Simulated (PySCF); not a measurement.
C2H5BO3, SMILES CB(O)C(=O)O. Heavy atoms are numbered as in [CH3:1][B:2]([OH:3])[C:4](=[O:5])[OH:6]. Hydrogens are named by the atom that carries them.

Geometry: B3LYP-D3(BJ)/def2-SVP. The structure was generated by enumeration, and PubChem lists no compound with its InChIKey, so it may never have been made. Other conformers were not sampled.

All values below come from HF/pcSseg-1 in PySCF.

GIAO shieldings, no solvent; atoms alike by connectivity are averaged. δ = σ(ref) − σ: ¹³C against TMS (σ = 192.6 ppm); ¹¹B against BF3 (σ = 102.7 ppm); ¹⁷O against H2O (σ = 333.0 ppm); ¹H against TMS (σ = 31.99 ppm), references at their B3LYP-D3(BJ)/def2-TZVP geometries, non-relativistic.

Computed chemical shifts:
```tsv
nucleus	atoms	count	δ (ppm)
¹³C	C4	1	192.0
¹³C	C1 (CH3)	1	4.8
¹¹B	B2	1	29.9
¹⁷O	O5	1	465.2
¹⁷O	O6 (OH)	1	193.8
¹⁷O	O3 (OH)	1	159.7
¹H	H on O3	1	7.71
¹H	H on O6	1	6.90
¹H	H on C1	3	1.17
```
